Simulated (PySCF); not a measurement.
C6H7, SMILES [C]1=CC=CCC1, multiplicity 2.

Geometry: PBE-D3(BJ)/def2-SVP. The isomer is the one that the SMILES or the coordinates give; other isomers of the formula were not compared. One conformer was computed; it need not be the lowest.

Level of theory: PBE-D3(BJ)/def2-SVP run with PySCF 2.14.0.

Harmonic, unscaled wavenumbers; measured fundamentals usually lie a few per cent lower.

Computed harmonic wavenumbers and intensities:
| mode | ν (cm⁻¹) | IR (km/mol) | moving atoms (share of kinetic energy) |
|---|---|---|---|
| 1 | 182 | 1.0 | H 52 %, C 48 % |
| 2 | 310 | 3.9 | C 65 %, H 35 % |
| 3 | 430 | 0.8 | C 65 %, H 35 % |
| 4 | 469 | 2.6 | C 72 %, H 28 % |
| 5 | 562 | 3.4 | C 91 %, H 9 % |
| 6 | 651 | 51.9 | H 80 %, C 20 % |
| 7 | 714 | 6.4 | H 55 %, C 45 % |
| 8 | 801 | 5.4 | H 64 %, C 36 % |
| 9 | 852 | 0.8 | C 74 %, H 26 % |
| 10 | 907 | 17.0 | C 69 %, H 31 % |
| 11 | 927 | 0.3 | H 67 %, C 33 % |
| 12 | 950 | 1.0 | C 66 %, H 34 % |
| 13 | 953 | 0.1 | C 65 %, H 35 % |
| 14 | 975 | 0.9 | C 57 %, H 43 % |
| 15 | 1023 | 3.5 | H 57 %, C 43 % |
| 16 | 1111 | 1.7 | H 92 %, C 8 % |
| 17 | 1120 | 3.7 | H 92 %, C 8 % |
| 18 | 1180 | 7.5 | H 80 %, C 20 % |
| 19 | 1219 | 4.2 | H 75 %, C 25 % |
| 20 | 1272 | 3.9 | H 64 %, C 36 % |
| 21 | 1295 | 3.2 | H 61 %, C 39 % |
| 22 | 1343 | 1.1 | H 54 %, C 46 % |
| 23 | 1375 | 4.5 | H 93 % |
| 24 | 1387 | 5.0 | H 89 %, C 11 % |
| 25 | 1602 | 6.7 | C 96 % |
| 26 | 1665 | 2.0 | C 94 % |
| 27 | 2920 | 17.7 | H 93 % |
| 28 | 2929 | 33.3 | H 94 % |
| 29 | 3013 | 10.3 | H 92 %, C 8 % |
| 30 | 3017 | 13.8 | H 91 %, C 9 % |
| 31 | 3094 | 3.5 | H 92 % |
| 32 | 3103 | 6.5 | H 92 %, C 8 % |
| 33 | 3121 | 13.1 | H 91 %, C 9 % |
